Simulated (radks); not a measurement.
The numbers below are computed, except where a source is named.
Charge is removed step by step from the 1s level of neutral helium, starting from [He]. Level of theory: scalar-relativistic Kohn-Sham, LDA (Slater exchange, Perdew-Wang correlation), spin-unpolarised, spherical densities, point nucleus (a radial shooting solver on a logarithmic mesh with Libxc functionals).

| removed (e) | E - E(0) (eV) | eigenvalue (eV) | E minus straight line (eV) |
|---|---|---|---|
| 0 | 0.000 | -15.518 | 0.000 |
| 0.1 | 1.652 | -17.534 | -0.997 |
| 0.2 | 3.509 | -19.618 | -1.789 |
| 0.3 | 5.578 | -21.768 | -2.369 |
| 0.4 | 7.865 | -23.981 | -2.731 |
| 0.5 | 10.376 | -26.254 | -2.868 |
| 0.6 | 13.117 | -28.583 | -2.776 |
| 0.7 | 16.094 | -30.966 | -2.447 |
| 0.8 | 19.312 | -33.398 | -1.878 |
| 0.9 | 22.775 | -35.874 | -1.064 |
| 1 | 26.488 | -38.389 | 0.000 |

Removing the whole electron costs 26.488 eV by Delta-SCF, against 15.518 eV from minus the eigenvalue at the starting occupation. Slater's transition state (half an electron removed) gives 26.254 eV. Integrating minus the eigenvalue over the occupation (Janak's theorem) gives 26.488 eV. In this scalar-relativistic scheme the density is built from large components alone, so the theorem holds only approximately. The mean slope of the eigenvalue, de/dn, is 22.9 eV per electron. Ionisation energy of He in the NIST Atomic Spectra Database: 24.587 eV (measured).

Beside tabulated values, note that spin-unpolarised runs miss the spin-polarisation part of the exchange energy of open shells.
